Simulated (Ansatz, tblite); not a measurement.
Forces on the cluster Rh3 at its r2SCAN-D4/def2-TZVP geometry. Total charge 0; doublet.

In the def2 sets Rh takes a core potential; there is no spin–orbit coupling. The xTB rows come from tblite. At revPBE-D4/def2-TZVP the charge 0 doublet is spin-contaminated (final ⟨S²⟩ up to 1.79, 0.75 for a pure state). The geometry of the doublet was relaxed on an unsound state (⟨S²⟩ 1.95, where a pure state has 0.75). At revPBE-D4/def2-TZVP a quartet of charge 0 lies 0.21 eV below the doublet, each at its own geometry. The structure comes from a short search, and lower isomers may exist.

GFN1-xTB (tblite), largest force 2.15 eV/Å:

```xyz
3
positions Å, forces eV/Å
Rh    1.000   -0.812   -0.463    1.524   -1.239   -0.705
Rh   -0.608   -0.272    1.189   -0.933   -0.460    1.876
Rh   -0.392    1.084   -0.726   -0.591    1.698   -1.171
```

GFN2-xTB (tblite), largest force 1.39 eV/Å:

```
Rh 0.972 -0.790 -0.450
Rh -0.597 -0.304 1.212
Rh -0.375 1.094 -0.763
```

revPBE-D4/def2-TZVP (Ansatz), largest force 0.78 eV/Å:

```
Rh 0.518 -0.422 -0.239
Rh -0.322 -0.188 0.682
Rh -0.196 0.610 -0.443
```
